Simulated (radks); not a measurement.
The numbers below are computed, except where a source is named.
Question: These are the eigenvalues of the occupied orbitals of an atom or ion with whole-number occupations (Ry). Level of theory: scalar-relativistic Kohn-Sham, SOGGA, spin-polarised, spherical densities, point nucleus (a radial shooting solver on a logarithmic mesh with Libxc functionals).

| orbital | eigenvalue |
|---|---|
| 1s up | -6292.979 |
| 1s down | -6292.977 |
| 2s up | -1121.144 |
| 2s down | -1121.144 |
| 2p up | -964.3410 |
| 2p down | -964.3403 |
| 3s up | -268.2295 |
| 3s down | -268.2289 |
| 3p up | -223.1118 |
| 3p down | -223.1111 |
| 3d up | -176.3956 |
| 3d down | -176.3951 |
| 4s up | -60.49583 |
| 4s down | -60.49480 |
| 4p up | -45.70865 |
| 4p down | -45.70749 |
| 4d up | -28.39017 |
| 4d down | -28.38885 |
| 5s up | -10.47081 |
| 5s down | -10.46812 |
| 4f up | -9.22171 |
| 4f down | -9.22018 |
| 5p up | -6.43506 |
| 5p down | -6.43157 |
| 5d up | -1.96349 |
| 5d down | -1.94519 |
| 6p up | -0.70056 |
| 7p up | -0.14181 |

Which element is it, and in what charge state? The configuration may be excited. Open shells, if any, are filled with parallel spins first.

Answer: Z = 81, thallium, charge 0: Tl in [Xe] 4f14 5d10 6p1 7p2. The list shows which subshells hold electrons but not how many an open one holds; the 1s level, -3146.5 hartree, gives Z - s = 79.3 by -(Z - s)^2/2, which with screening and relativity narrows Z to a few neighbours, and the depths of the outer levels then fix element, charge and occupations together.
